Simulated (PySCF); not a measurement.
Magnetic shielding above rings: a mixed set.

Definitions: NICS(0) = −σiso at the ring centroid; NICS(1) = −σiso and NICS(1)zz = −σzz at ±1 Å along the ring normal z. Level: GIAO PBE0/pcSseg-1 (PySCF, non-relativistic, gas phase) on the PBE0-D3(BJ)/def2-SVP geometries, one conformer each. Atom numbers follow the mapped SMILES.

Problem. Order these rings by mean NICS(1)zz, lowest (most negative) first (ppm).
A. ring C1–N2–C3–C4–O5 in `[CH:1]1=[N:2][CH2:3][CH2:4][O:5]1`
B. ring C3–C4–Si5 in `[CH2:1]=[CH:2][C@@H:3]1[CH2:4][Si@H:5]1[N:6]([SiH3:7])[SiH3:8]`
C. ring C3–C4–C5–S6–C7 in `[CH3:1][S:2][c:3]1[cH:4][cH:5][s:6][cH:7]1`
D. ring C2–C3–C4–C5–C9–C10 in `[CH3:1][c:2]1[cH:3][cH:4][c:5]([B:6]([OH:7])[OH:8])[cH:9][cH:10]1`

Solution. D (-27.4), C (-25.4), B (-14.3), A (-6.9).

| SMILES | ring | NICS(0) | NICS(1) | NICS(1)zz | HOMA | rms pucker (Å) | ring atoms with four or more neighbours |
| --- | --- | --- | --- | --- | --- | --- | --- |
| Cc1ccc(B(O)O)cc1 | 6-membered carbocycle; formal bonds all aromatic | -7.9 | -11.1 | -27.4 | 0.97 | 0.00 | 0 |
| CSc1ccsc1 | 5-membered ring with S; formal bonds all aromatic | -12.4 | -11.0 | -25.4 | 0.80 | 0.00 | 0 |
| C=C[C@@H]1C[Si@H]1N([SiH3])[SiH3] | 3-membered ring with Si; formal bonds all single | -24.0 | -7.1 | -14.3 | – | 0.00 | 3 |
| C1=NCCO1 | 5-membered ring with N and O; formal bonds 1 double, 4 single | -5.5 | -3.1 | -6.9 | – | 0.02 | 2 |

NICS(0) gives another order. The isotropic NICS(1) gives the same order. HOMA uses Krygowski's 1993 parameters; it is left out where a ring has a four-coordinate atom, a triple bond, no multiple bond or a kind of bond without parameters. NICS(1) and NICS(1)zz are means over the two faces.
